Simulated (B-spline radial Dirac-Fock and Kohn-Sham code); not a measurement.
## X-ray form factors of selenium in several charge states

Model: Dirac-Fock orbitals of the configuration average with a finite nucleus. Program: a radial atomic solver.

Configurations: Se⁸⁺ [Ar] 3d8; Se⁹⁺ [Ar] 3d7; Se¹¹⁺ [Ar] 3d5; Se¹²⁺ [Ar] 3d4; Se¹³⁺ [Ar] 3d3. The first column is f₀ of Se⁸⁺, the others are differences from it.

```tsv
s (Å⁻¹)	Se⁸⁺	Δ Se⁹⁺	Δ Se¹¹⁺	Δ Se¹²⁺	Δ Se¹³⁺
0	26.000	-1.000	-3.000	-4.000	-5.000
0.1	25.532	-0.953	-2.872	-3.837	-4.806
0.2	24.207	-0.823	-2.520	-3.389	-4.269
0.3	22.234	-0.645	-2.026	-2.754	-3.505
0.4	19.887	-0.457	-1.490	-2.059	-2.659
0.5	17.442	-0.290	-0.998	-1.411	-1.860
0.7	13.057	-0.073	-0.315	-0.486	-0.691
0.9	9.922	+0.006	-0.026	-0.070	-0.135
1.1	7.976	+0.019	+0.044	+0.048	+0.042
1.4	6.419	+0.012	+0.041	+0.057	+0.073
```

Values without a named source are computed, but for edge energies of neutral atoms, which are taken from tables.
